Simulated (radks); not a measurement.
Values are calculated unless marked as measured or tabulated.
These are the eigenvalues of the occupied orbitals of an atom or ion with whole-number occupations (hartree). Code: a radial shooting solver on a logarithmic mesh with Libxc functionals. Model: non-relativistic Kohn-Sham, r2SCAN, spin-polarised, spherical densities, point nucleus; meta-GGA in the generalised Kohn-Sham scheme.

| orbital | eigenvalue |
|---|---|
| 1s up | -101.2417 |
| 1s down | -101.2332 |
| 2s up | -9.41527 |
| 2s down | -9.41110 |
| 2p up | -7.15602 |
| 2p down | -7.14694 |
| 3s up | -0.80968 |
| 3s down | -0.76220 |
| 3p up | -0.34785 |
| 3p down | -0.30510 |

Which element is it, and in what charge state? The configuration may be excited. Open shells, if any, are filled with parallel spins first.

Answer. Z = 17, chlorine, charge 0: Cl in [Ne] 3s2 3p5. The list shows which subshells hold electrons but not how many an open one holds; the 1s level, -101.24 hartree, gives Z - s = 14.2 by -(Z - s)^2/2, which with screening narrows Z to a few neighbours, and the depths of the outer levels then fix element, charge and occupations together.
